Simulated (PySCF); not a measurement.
C4H3BF2O.
Atom-mapped SMILES: `[F:1][B:2]([F:3])/[CH:4]=[C:5]1\[CH:6]=[CH:7][O:8]1` (hydrogens: H9 on C4; H10 on C6; H11 on C7)

The calculation used PBE0-D3(BJ)/def2-SVP geometry optimisation, gas phase (PySCF 2.14.0).

Entries marked ? are missing. Bonds in one row agree within 0.01 Å.

| coordinate | value |
| --- | --- |
| F1–B2, B2–F3 | ? |
| B2–C4 | 1.537 Å |
| C4=C5 | 1.337 Å |
| C5–C6 | 1.468 Å |
| C6=C7 | 1.347 Å |
| C7–O8 | ? |
| C5–O8 | ? |
| C4–H9 | 1.093 Å |
| C6–H10 | 1.084 Å |
| C7–H11 | 1.090 Å |
| F1–B2–F3 | 116.8° |
| F1–B2–C4 | 121.8° |
| B2–C4–C5 | ? |
| C4–C5–C6 | ? |
| C4–C5–O8 | ? |
| C6–C5–O8 | 91.9° |
| C5–C6–C7 | 84.8° |
| C6–C7–O8 | 97.8° |
| C5–O8–C7 | 85.5° |

Question: Fill in the missing values.

Answer: 
- F1–B2, B2–F3 = 1.323 Å, drawn single (boron-bound fluorine to three-coordinate boron); 0.09 Å below the sum of covalent radii, 1.41 Å.
- C7–O8 = 1.395 Å, drawn single (vinylic carbon bearing oxygen to cyclic ether oxygen); equal to the sum of covalent radii, 1.39 Å.
- C5–O8 = 1.404 Å, drawn single (vinylic carbon bearing oxygen to cyclic ether oxygen); 0.01 Å above the sum of covalent radii, 1.39 Å.
- B2–C4–C5 = 120.4°, at the alkene CH carbon; the outer atoms are 2.496 Å apart.
- C4–C5–C6 = 141.4°, at the vinylic carbon bearing oxygen; the outer atoms are 2.648 Å apart.
- C4–C5–O8 = 126.6°, at the vinylic carbon bearing oxygen; the outer atoms are 2.449 Å apart.

Radii are Cordero's, carbon taken as 0.76, 0.73 or 0.69 Å for four, three, and two or fewer neighbours.

PBE0-D3(BJ)/def2-SVP frequencies: not computed here.

The values belong to the conformer `[F:1][B:2]([F:3])/[CH:4]=[C:5]1\[CH:6]=[CH:7][O:8]1`: F1–B2–C4–C5 0°.
